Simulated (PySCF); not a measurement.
**A ladder of Hamiltonians for Ru³⁸⁺ (ruthenium, charge +38)**

Occupied: 1s1/2, 2s1/2, 2p1/2. Hartree-Fock calculated with PySCF 2.14 in an uncontracted even-tempered set (19 s from 5.6 bohr⁻², ratio 2.3; 14 p from 6.7 bohr⁻², ratio 2.3), Gaussian nucleus throughout. NR is non-relativistic, sf-X2C the spin-free one-electron X2C Hamiltonian, X2C adds the bare one-electron spin-orbit term, X2C-SNSO screens it by Boettger's factors, DC is four-component Dirac-Coulomb, and the Gaunt and Breit terms are added at first order (total energies over the DC spinors, levels after relaxing the spinors in that mean field). QED terms are absent. Levels marked empty are virtual spinors of this ion.

```tsv
Hamiltonian	E (hartree)	E − E(DC) (hartree)	CPU seconds
X2C	-2841.1726	0.3986	0.37
X2C-SNSO	-2840.7994	0.7717	0.36
DC	-2841.5711	0.0000	11
DC+Gaunt	-2839.6208	1.9503	22
DC+Breit	-2839.7217	1.8494	60
```

| level (eV) | X2C | X2C-SNSO | DC | DC+Gaunt | DC+Breit |
| --- | --- | --- | --- | --- | --- |
| 1s1/2 | -25233.0 | -25233.6 | -25246.2 | -25206.9 | -25208.2 |
| 2s1/2 | -5786.8 | -5787.0 | -5788.5 | -5784.8 | -5785.1 |
| 2p1/2 | -5665.2 | -5660.2 | -5661.3 | -5653.5 | -5654.5 |
| 2p3/2 (empty) | -5322.4 | -5324.7 | -5324.8 | -5320.9 | -5321.8 |
| 3s1/2 (empty) | -2383.6 | -2383.6 | -2384.0 | -2383.0 | -2383.1 |

Weight of the small component: 1s1/2 0.0260, 2s1/2 0.00593, 2p1/2 0.00590, 2p3/2 0.00563, 3s1/2 0.00238.

Koopmans' value for the highest occupied level at DC+Breit: 5654.5 eV, against an ionisation energy of 5647 ± 6 eV (semi-empirical (NIST evaluation); NIST Atomic Spectra Database, ionization energies); the former lacks relaxation, correlation, QED and recoil.

The whole ladder took 97 s of wall time on 1 thread of Neoverse-V1 (shared host), launched as `OMP_NUM_THREADS=1 python relrun2.py TASK.json OUT` (a driver that calls PySCF for each Hamiltonian).
